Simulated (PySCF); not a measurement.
Molecule: `c1c(CS)cccc1`, C₇H₈S.

Bonds (- single, = double, # triple, : aromatic): S1-C2, C2-C3, C3:C4, C4:C5, C5:C6, C6:C7, C7:C8, C8:C3. S1 carries H9; C2 carries H10, H11; C4 carries H12; C5 carries H13; C6 carries H14; C7 carries H15; C8 carries H16.

Geometry PBE0-D3(BJ)/def2-SVP throughout; GIAO in PySCF 2.14, gas phase, one conformer, non-relativistic; equivalent atoms averaged; functional PBE0.

For orientation, def2-TZVP gives these absolute shieldings σ: S1 500.3, C3 36.9, C5/C7 53.2, C6 54.6, C2 150.7, H13/H15 23.94, H14 24.04, H12/H16 23.84, H9 29.81 ppm.

A run gave: S1 586.5, C3 53.8, C5/C7 67.3, C6 68.6, C2 160.0, H13/H15 24.16, H14 24.27, H12/H16 24.05, H9 30.26 ppm (absolute shieldings σ).

Question: Which basis set was used in that run?
A. def2-SVP
B. 6-31G*
C. pcSseg-0
D. 6-31G

Answer: A. H12/H16 tells them apart best: def2-SVP gives 24.05, 6-31G gives 25.19, pcSseg-0 gives 25.53, 6-31G* gives 24.68 ppm.
